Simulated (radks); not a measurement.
Results of a calculation; reference values are marked as such.
The mean radii <r> (bohr) of the occupied orbitals of an atom or ion are listed with their occupations. Code: a radial shooting solver on a logarithmic mesh with Libxc functionals. Model: Dirac Kohn-Sham, PBE, spin-unpolarised, spherical densities, point nucleus.

orbital  occ.      <r>
1s1/2       2  0.02457
2s1/2       2   0.1047
2p1/2       2  0.08795
2p3/2       4  0.09415
3s1/2       2   0.2783
3p1/2       2   0.2681
3p3/2       4   0.2802
3d3/2       4   0.2513
3d5/2       6   0.2552
4s1/2       2   0.6373
4p1/2       2   0.6561
4p3/2       4   0.6833
4d3/2       4   0.7387
4d5/2       6   0.7484
5s1/2       2    1.524
5p1/2       2    1.715
5p3/2       4    1.798
4f5/2       1    1.109
5d3/2       2    2.824

Name the element and its charge. Open shells, if any, fill j = l - 1/2 first.

Answer. Z = 58, cerium, charge +1: Ce+ in [Xe] 4f1 5d2. The 1s radius gives Z: for a bare nucleus <r> = (2 gamma + 1)/(2Z) with gamma = sqrt(1 - (Z/c)^2), 0.02424 bohr for Z = 58, and screening makes it slightly larger (0.02457 here). The occupations add up to 57, and the charge is Z minus that.
